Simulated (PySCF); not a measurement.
Below is a simulated gas-phase F 1s photoelectron spectrum of `O=C(F)C(F)(F)F`.

Every computed line was given a Gaussian of 0.7 eV full width at half maximum and an area set by the number of equivalent atoms; the highest printed point is 100. The calculation used PySCF, delta-SCF UKS SCAN, pcX-2 on the ionised atom, pcseg-1 elsewhere, spin-free X2C.

binding energy (eV), intensity and a bar:
```
    694.0          0 
    694.1          0 
    694.2          1 
    694.3          3 #
    694.4          6 ##
    694.5         12 ####
    694.6         22 #######
    694.7         36 ###########
    694.8         54 ################
    694.9         74 ######################
    695.0         90 ###########################
    695.1        100 ##############################
    695.2        100 ##############################
    695.3         90 ###########################
    695.4         72 ######################
    695.5         53 ################
    695.6         34 ##########
    695.7         20 ######
    695.8         11 ###
    695.9          5 #
    696.0          2 #
    696.1          1 
    696.2          0
```

**Question.** How many maxima does the curve show, and how many computed lines lie under it?

**Answer.** The curve has 1 maximum (at 695.1 eV). Under it lie 2 lines from 2 inequivalent fluorine sites. At this width some lines have no maximum of their own.

**Question.** Decompose the envelope and assign each component. Numbering: `[O:1]=[C:2]([F:3])[C:4]([F:5])([F:6])[F:7]`.

**Answer.** 
```tsv
position (eV)	relative area	line	atoms	environment
694.99	1	F 1s	F3	acyl fluorine
695.19	3	F 1s	F5/F6/F7	fluorine of a CF3 group
```

**Question.** What are the centre and the root-mean-square width of the whole band?

**Answer.** The area-weighted mean of the lines is 695.14 eV. Their own spread about it is 0.09 eV (rms) and each Gaussian has σ = 0.7/2.355 = 0.30 eV; the variances add, which gives 0.31 eV.

The 2 F 1s values lie within 0.20 eV of each other; Gaussian lines of 0.5 eV full width would blend them into one maximum.

The curve has no shake-up lines and no vibrational structure. One atom of each set of topologically equivalent atoms was ionised and stands for the set; in this conformer not all members are related by symmetry, and their own values weren't computed. Isolated species at its PBE0-D3(BJ)/def2-SVP geometry, gas phase.

The values belong to the conformer `[O:1]=[C:2]([F:3])[C:4]([F:5])([F:6])[F:7]`: O1–C2–C4–F5 -123°.
